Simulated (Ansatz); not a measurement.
Ansatz (a program for electronic structure) job for Ge(Me)3(Cl) (C₃H₉ClGe), SMILES [CH3][Ge]([CH3])([Cl])[CH3], ωB97X-V/def2-SVPD. Geometry: B3LYP-D3(BJ)/def2-SVP. The isomer is the one that the SMILES or the coordinates give; other isomers of the formula were not compared.

Ansatz 0.2 input:
```yaml
crystal:
  periodic: [false, false, false]
  atoms:
    - {symbol: C, position_ang: [-1.62551228, 0.93848995, -0.83690064]}
    - {symbol: Ge, position_ang: [0.00000000, -0.00000000, -0.28387433]}
    - {symbol: C, position_ang: [1.62551227, 0.93848995, -0.83690064]}
    - {symbol: C, position_ang: [0.00000000, -1.87697991, -0.83690063]}
    - {symbol: Cl, position_ang: [0.00000000, 0.00000000, 1.92062483]}
    - {symbol: H, position_ang: [-1.68554433, 0.97314947, -1.93633530]}
    - {symbol: H, position_ang: [-2.51417561, 0.41965236, -0.44890437]}
    - {symbol: H, position_ang: [-1.62051742, 1.96751377, -0.44890438]}
    - {symbol: H, position_ang: [2.51417560, 0.41965237, -0.44890437]}
    - {symbol: H, position_ang: [1.68554433, 0.97314947, -1.93633530]}
    - {symbol: H, position_ang: [1.62051740, 1.96751377, -0.44890437]}
    - {symbol: H, position_ang: [-0.00000000, -1.94629894, -1.93633529]}
    - {symbol: H, position_ang: [-0.89365819, -2.38716613, -0.44890437]}
    - {symbol: H, position_ang: [0.89365820, -2.38716612, -0.44890437]}
basis:
  gaussian:
    orbitals: def2-SVPD
hamiltonian:
  xc: {name: wB97X-V}
```

It prints:

```
WARN ansatz: RAYON_NUM_THREADS=2 ignored (pool sized by the plan → 2); use --threads N
Functional definition: wB97X-V
integrals: 0.24 GiB planned
1793 factors; their error is unknown
integrals: 0.27 GiB planned
664 factors; integrals over basis functions are off by at most 2.1e-5 eV
mean field: 2.33 GiB planned
mean field evaluation 1: about -72275.2500 eV, gradient 4.7e1 eV
mean field evaluation 2: about -72277.7867 eV, gradient 3.5e1 eV
mean field evaluation 4: about -72280.0515 eV, gradient 1.1e0 eV
mean field evaluation 8: about -72280.1929 eV, gradient 1.9e-1 eV
mean field evaluation 16: about -72280.1929 eV, gradient 7.6e-5 eV
mean field -72280.19293859 eV, -2656.2480972187 hartree, gradient 7.6e-5 eV, S^2 0.000000; 0 other end points of the search recorded, 0 dependent functions left out
reference -72280.19293584 eV, -2656.2480971178 hartree; 38, 38 occupied and 159, 159 virtual orbitals, 1793 factors
Total energy: -72280.19293584 eV, -2656.2480971178 hartree
```

The calculation finished and met its thresholds.
